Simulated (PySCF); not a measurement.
A GIAO shielding run with PySCF 2.14.0 with density-fitted response routines (density fitting, non-relativistic, gas phase) on SMILES C1=C[PH+]1[C@@H](CC)C, [C₆H₁₂P]+:

```
$ OMP_NUM_THREADS=1 python probes_run.py task.json out

{"job": {"kind": "nmr", "xc": "PBE0", "basis": "pcSseg-1"}, "charge": 1, "multiplicity": 1}
C      1.934094    -1.021313    -0.522787
C      1.503999     0.432446    -0.402937
C      0.204675     0.572107     0.389156
C     -0.309809     2.008049     0.455139
P     -1.088895    -0.477983    -0.415133
C     -1.863001    -1.921901     0.297920
C     -2.608755    -0.833312     0.456287
H      2.860912    -1.101165    -1.083944
H      2.090406    -1.465816     0.457690
H      1.168591    -1.603118    -1.050383
H      1.376328     0.866544    -1.397895
H      2.278135     1.008059     0.106476
H      0.327450     0.158435     1.398527
H     -1.216221     2.078228     1.053669
H      0.447314     2.641905     0.910814
H     -0.515764     2.397425    -0.540847
H     -1.286609    -0.280891    -1.768683
H     -1.783995    -2.970819     0.495016
H     -3.528658    -0.477630     0.872333
```

Hardware: 1 thread of an Arm Neoverse V2, shared host. The job also computes population analyses, field gradients, ring-centre shieldings.

Question: How large is the calculation?

Answer: 62 electrons, 186 basis functions and 983 auxiliary functions.

Question: How long does it take, and how much memory does it need?

Answer: 21 s of wall time, with 13 SCF cycles and 5 response iterations; peak memory 0.85 GiB. Times on a shared host scatter by some tens of per cent.
